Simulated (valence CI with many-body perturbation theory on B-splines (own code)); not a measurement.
Fe²⁰⁺: electric-dipole lines

Method: relativistic CI+MBPT: four valence electrons over a frozen Dirac-Fock core [He], a basis of 11 s, 11 p, 10 d, 8 f, 5 g, 2 h functions for each j, with the one-electron correlation potential Σ1 (screened to all orders), the two-electron term Σ2, the three-electron term Σ3, Breit, model QED; selected single and double excitations, second order for the rest, scaled by the run's own slope (own B-spline code, finite nucleus).

No measured levels were compared; by estimate levels of excited configurations hold to 0.05 to 0.15 % of their energy, terms of the ground configuration to about 0.5 %. Among the levels kept, up to 1000 cm⁻¹ of a level comes from second order outside the variational space, and about a tenth of that is noise between levels of different J, which matters for small intervals.

Lines 201 to 250 of 550 in falling wavelength, among levels below 1171.2 eV, chosen from the strongest by gf and those to the six lowest levels. Wavelengths and rates use the calculated energies, so an error of 500 cm⁻¹ moves a line at 115.3 Å by 0.058 % and its rate by three times that or more. Electric multipoles are in the length gauge with retardation, E1 and E2 with the static RPA response of the core. Weak lines are less certain than strong ones. Lines between different terms over intervals too small for the method are left out, as are lines whose strength nearly cancels. Where a level lies close to another of its J and parity, the split of strength between their lines is uncertain. The highest levels of a list are the least certain.

Names give the largest LS component (configuration and term), which can be under half, so a name can repeat, a term be missing and a line seem to break the LS rules; names also repeat where a configuration has a term twice. Letters in brackets count levels of one name in rising energy.

```
λ vac (Å)                Upper                Lower   A (s⁻¹)  S (a.u.)
    115.3         2p3 3d 5D°_2       2s 2p2 3d 5F_2  1.01e+10  3.81e-02
    115.0             2p4 3P_2         2s 2p3 3D°_2  1.34e+10  5.03e-02
    114.5   2s 2p2 3s 3P_1 [b]      2s2 2p 3s 3P°_1  2.84e+10  6.30e-02
    114.3         2p3 3s 3P°_1       2s 2p2 3s 3D_2  2.13e+10  4.71e-02
    114.2   2s 2p2 3d 3D_3 [e]      2s2 2p 3d 3D°_3  1.01e+10  5.20e-02
    114.1  2s 2p2 3p 3D°_2 [c]       2s2 2p 3p 3D_2  1.87e+10  6.86e-02
    113.7  2s 2p2 3p 1D°_2 [b]       2s2 2p 3p 1D_2  3.15e+10  1.14e-01
    113.7  2s 2p2 3p 3D°_2 [c]   2s2 2p 3p 3P_1 [a]  1.28e+10  4.63e-02
    113.5   2s 2p2 3d 3F_4 [c]      2s2 2p 3d 3F°_4  2.90e+10  1.88e-01
    113.4  2s 2p2 3p 3P°_1 [c]       2s2 2p 3p 3D_2  3.76e+10  8.12e-02
    113.4  2s 2p2 3p 3S°_1 [b]       2s2 2p 3p 3P_2  2.18e+10  4.71e-02
    113.3   2s 2p2 3d 3D_2 [c]      2s2 2p 3d 3F°_3  3.88e+10  1.39e-01
    113.3         2p3 3s 1P°_1       2s 2p2 3s 1D_2  2.42e+10  5.22e-02
    113.3   2s 2p2 3d 3D_3 [d]      2s2 2p 3d 3F°_4  2.08e+10  1.04e-01
    113.2         2s 2p3 1D°_2         2s2 2p2 1D_2  4.50e+10  1.61e-01
    113.2       2s 2p2 3s 3S_1      2s2 2p 3s 3P°_2  3.94e+10  8.47e-02
    113.1         2p3 3s 5S°_2       2s 2p2 3s 5P_1  1.20e+10  4.28e-02
    113.0       2s 2p2 3d 1P_1      2s2 2p 3d 1D°_2  2.95e+10  6.29e-02
    112.9  2s 2p2 3p 3P°_2 [d]       2s2 2p 3p 3P_2  2.09e+10  7.41e-02
    112.5  2s 2p2 3p 3D°_3 [c]       2s2 2p 3p 3D_3  3.51e+10  1.73e-01
    112.5   2s 2p2 3d 1D_2 [b]      2s2 2p 3d 3D°_3  1.47e+10  5.17e-02
    112.4         2s 2p3 1P°_1         2s2 2p2 1S_0  1.73e+10  3.64e-02
    112.4  2s 2p2 3p 3P°_2 [c]       2s2 2p 3p 3D_3  2.53e+10  8.87e-02
    112.2       2s 2p2 3s 1P_1      2s2 2p 3s 1P°_1  5.32e+10  1.11e-01
    112.0   2s 2p2 3d 3D_2 [e]      2s2 2p 3d 3D°_3  2.02e+10  7.00e-02
    111.9   2s 2p2 3d 3F_2 [c]      2s2 2p 3d 3F°_2  1.05e+10  3.64e-02
    111.9      2p3 3p 5P_1 [a]  2s2 2p 3d 3P°_2 [b]  1.78e+10  3.69e-02
    111.3  2s 2p2 3p 3P°_2 [d]       2s2 2p 3p 3D_3  1.76e+10  5.99e-02
    111.3   2s 2p2 3s 3P_2 [b]      2s2 2p 3s 3P°_2  4.20e+10  1.43e-01
    110.7   2s 2p2 3d 1D_2 [c]      2s2 2p 3d 1F°_3  3.76e+10  1.26e-01
    110.5   2s 2p2 3d 3D_3 [e]      2s2 2p 3d 3F°_4  2.47e+10  1.15e-01
    110.4   2s 2p2 3d 3D_1 [c]      2s2 2p 3d 3F°_2  2.12e+10  4.22e-02
    109.7   2s 2p2 3d 1D_2 [b]      2s2 2p 3d 1D°_2  1.05e+10  3.44e-02
    109.7         2p3 3s 3P°_2       2s 2p2 3s 3D_3  1.25e+10  4.07e-02
    108.2  2s 2p2 3p 1P°_1 [c]       2s2 2p 3p 1D_2  3.21e+10  6.01e-02
    108.1         2s 2p3 3P°_1         2s2 2p2 3P_0  4.22e+09  7.89e-03
    103.8             2p4 3P_1         2s 2p3 3D°_2  2.13e+10  3.52e-02
    102.2         2s 2p3 3S°_1         2s2 2p2 3P_2  6.12e+10  9.66e-02
    98.96         2s 2p3 1D°_2         2s2 2p2 3P_2  8.04e+09  1.92e-02
    98.32         2s 2p3 1P°_1         2s2 2p2 1D_2  6.60e+10  9.28e-02
    97.80         2s 2p3 3S°_1         2s2 2p2 3P_1  2.54e+10  3.52e-02
    91.22         2s 2p3 3S°_1         2s2 2p2 3P_0  9.50e+09  1.07e-02
    84.18         2s 2p3 1P°_1         2s2 2p2 3P_1  4.93e+09  4.35e-03
    13.64         2p3 3s 1P°_1             2p4 1S_0  1.53e+12  5.75e-03
    13.64   2s 2p2 3s 3P_2 [a]         2s 2p3 3P°_2  8.03e+11  5.03e-03
    13.58         2p3 3s 1D°_2             2p4 1D_2  2.57e+12  1.59e-02
    13.57       2s 2p2 3s 1D_2         2s 2p3 1D°_2  1.15e+12  7.10e-03
    13.53         2p3 3s 3D°_1             2p4 3P_1  1.44e+12  5.30e-03
    13.49         2p3 3s 3S°_1             2p4 3P_2  1.85e+12  6.73e-03
    13.46      2s2 2p 3s 1P°_1         2s2 2p2 1S_0  8.04e+11  2.90e-03
```
